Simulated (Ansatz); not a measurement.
Gas-phase electronic energies from Ansatz, PBE0-D4/def2-TZVP geometries. CBS: MP2 limit from def2 TZ/QZ plus the TZ coupled-cluster correction, frozen cores. This one scheme is used for every species. DFT in def2-TZVPP. One conformer a species, not always the lowest.

Consider the formal hydrolysis of the Al–O bond: `C[NH][AlH][O][SiH3]` + H₂O → `C[NH][AlH][OH]` + `O[SiH3]`.

```tsv
species	r2SCAN energy (Eh)
`C[NH][AlH][O][SiH3]`	-704.88055
H₂O	-76.42320
`C[NH][AlH][OH]`	-414.16296
`O[SiH3]`	-367.13098
```

Task: Work out ΔE.

Result: ΔE = (-414.16296) + (-367.13098) − (-704.88055) − (-76.42320) = 0.00981 Eh = +0.27 eV. CCSD(T)/CBS gives +0.33 eV.

Largest T1 diagnostic among the species: 0.011.

From PBE to PBE0 (25 % exact exchange), in def2-TZVPP and without D4, ΔE moves by +0.04 eV. The D4 term adds +0.07 eV with B3LYP and +0.04 eV with PBE0; it sums over pairs of atoms, weighted by their polarisabilities, and B3LYP, whose exchange is more repulsive, gets the larger term.

B3LYP here is the variant with VWN-RPA as its local correlation; programs differ in this.
